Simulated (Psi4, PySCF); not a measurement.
H$_{7}$BSi$_{2}$ (SMILES [SiH3]B[SiH3]), singlet, geometry from GFN2-xTB. Base run: BLYP/6-31G, TDDFT run with PySCF.

PySCF was given this input:
```python
from pyscf import gto, scf, dft, tdscf

mol = gto.M(
    atom='''
B    -0.538819   -0.423762   -0.399222
H    -1.299152   -1.069482   -1.022291
Si   -0.509893    1.518936   -0.681932
H     0.698139    1.932856   -1.418224
H    -0.499575    2.296063    0.568924
H    -1.631204    2.079566   -1.454912
Si    0.673406   -1.380557    0.813951
H     1.377159   -0.551879    1.805482
H     1.738262   -2.068797    0.061457
H     0.021283   -2.436819    1.607403
''',
    basis='6-31g',
    charge=0,
    spin=0,
    verbose=4,
)

mf = dft.RKS(mol)
mf.xc = 'blyp'
mf.kernel()
td = mf.TDDFT()
td.nstates = 5
td.kernel()
td.analyze()
```

Programs used: Psi4, PySCF; a row that names a program was run with it.

Variants of this job, named by their change:

```tsv
change	first excitation (eV)	oscillator strength of the first	second (eV)
base	3.70	0.001	4.20
functional = b3lyp	3.85	0.001	4.53
code = psi4	3.70	0.001	4.20
functional = bhandhlyp	___	0.000	___
functional = camb3lyp	___	0.000	___
nstates = 10	3.70	0.001	4.20
basis = cc-pVDZ	___	0.001	___
functional = pbe	3.68	0.001	4.12
functional = pbe0	3.87	0.001	4.53
conv_tol = 1e-3	3.70	0.001	4.20
```

What belongs in the gaps?


- functional = bhandhlyp, first excitation (eV): 4.01
- functional = bhandhlyp, second (eV): 4.88
- functional = camb3lyp, first excitation (eV): 3.91
- functional = camb3lyp, second (eV): 4.69
- basis = cc-pVDZ, first excitation (eV): 3.43
- basis = cc-pVDZ, second (eV): 3.93

An iterative solver can miss low states, so a row lists the states that it found.
